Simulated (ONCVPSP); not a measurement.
## copper: excitation energies, all-electron against ONCV

* Element: copper
* Generator: ONCVPSP 4.0.1
* Type: optimised norm-conserving Vanderbilt (ONCV)
* Functional: PBE
* Relativity: scalar-relativistic
* Frozen core: [Ne]
* Valence charge: 19
* Reference configuration: 3s2 3p6 3d10 4p1
* Partial waves: 3s: rc 1.00 bohr, ncon 4, nbas 8, qcut 10.4 1/bohr, 2 projectors, debl 3.5 Ha; 3p+4p: rc 1.35 bohr, ncon 3, nbas 8, qcut 10.6 1/bohr, 2 projectors; 3d: rc 0.85 bohr, ncon 3, nbas 8, qcut 22.4 1/bohr, 2 projectors, debl 3.1 Ha
* Local potential: polynomial inside 0.70 bohr (lpopt 5, dvloc0 0 Ha)
* Core correction: none

In the s channel the program set the typed energies aside and used -4.293, 0.250 Ha.

Energies are relative to the spin-unpolarised reference configuration 3s2 3p6 3d10 4p1; without spin polarisation the order of configurations can differ from experiment.

```
valence configuration  charge  ΔE all-electron (eV)  error AE − PS (meV)
 3s2 3p6 3d10 4s1 4p0       0                -4.138                 -0.5
      3s2 3p6 3d9 4p0      +2                25.344                 -1.9
  3s2 3p6 3d9 4s1 4p1       0                 2.674                 +1.7
```

Question: What are ΔE and the potential's error for 3s2 3p6 3d10 4p0?

Answer: ΔE = 4.012 eV all-electron; the error (AE − PS) is +0.2 meV.
